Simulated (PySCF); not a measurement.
A species of formula C2H11GeNSi has this rotational fingerprint, computed with PBE0-D3(BJ)/def2-SVP geometry optimisation, gas phase (PySCF):

```
Rotational constants : A = 3390, B = 1526, C = 1376 MHz
Dipole components    : |μa| = 0.35 D, |μb| = 0.32 D, |μc| = 0.01 D
Inertial defect      : -112.91 u·Å²
κ                    : -0.85
```

Question: Which candidate fits, each taken in the one conformer that was computed?
A. `[CH3:1][N:2]([CH3:3])[SiH2:4][GeH3:5]` with C1–N2–Si4–Ge5 158°
B. `[CH3:1][NH:2][GeH2:3][CH2:4][SiH3:5]` with C1–N2–Ge3–C4 -72°, N2–Ge3–C4–Si5 -37°
C. `[CH3:1][CH2:2][N:3]([SiH3:4])[GeH3:5]` with C1–C2–N3–Si4 92°
D. `[CH3:1][CH2:2][GeH2:3][NH:4][SiH3:5]` with C1–C2–Ge3–N4 53°, C2–Ge3–N4–Si5 64°
E. `[CH3:1][N:2]([CH3:3])[GeH2:4][SiH3:5]` with C1–N2–Ge4–Si5 71°

Answer: E. It is C[N](C)[GeH2][SiH3], an asymmetric top. The candidates at the same level (rigid rotor, commonest isotopes):

```csv
SMILES,A (MHz),B (MHz),C (MHz),μa (D),μb (D),μc (D),Δ (u·Å²),point group,rotor
C[N](C)[GeH2][SiH3],3390,1526,1376,0.35,0.32,0.01,-112.91,near Cs,asymmetric top
CN(C)[SiH2][GeH3],5280,1063,939.8,1.14,0.46,0.01,-33.42,C1,near-prolate asymmetric top
C[CH2][GeH2][NH][SiH3],3233,1517,1167,0.88,0.11,0.61,-56.43,C1,asymmetric top
C[NH][GeH2][CH2][SiH3],2957,1719,1234,1.14,0.06,0.41,-55.43,C1,asymmetric top
CC[N]([SiH3])[GeH3],2699,1727,1157,0.21,0.83,0.15,-43.12,C1,asymmetric top
```

`C[NH][GeH2][CH2][SiH3]` has A 13 % too low; `CC[N]([SiH3])[GeH3]` has A 20 % too low; `C[CH2][GeH2][NH][SiH3]` has C 15 % too low; `CN(C)[SiH2][GeH3]` has A 56 % too high. No structure here is proved a minimum.
